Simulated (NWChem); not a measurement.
Species: C₂H₂Cl, doublet; SMILES [CH]=CCl

Computed with NWChem. Pople sets run with spherical d functions. Spin-unrestricted. In the optimisation the excess spin sits in a' (Cs, its own frame). Geometry: optimised at PBE0/def2-SVP, spin-unrestricted. No stability test was run on the SCF state. Level BLYP/6-31G*: single points from the atomic guess with DIIS by default; each run changes one setting, and all converged runs end within 0.3 mHa of each other. NWChem's automatic level shift, which a small gap switches on, acted in some of these runs.

Task: Which setting needs the most SCF iterations, or fails (no level shifting; defaults; no DIIS, 40 % damping; level shift of 0.5 Ha throughout; DIIS on 3 Fock matrices)?

Result: no DIIS, 40 % damping, with 53 against 11 for the defaults.
| setting | SCF iterations |
|---|---|
| defaults | 11 |
| no DIIS, 40 % damping | 53 |
| DIIS on 3 Fock matrices | 11 |
| level shift of 0.5 Ha throughout | 17 |
| no level shifting | 11 |
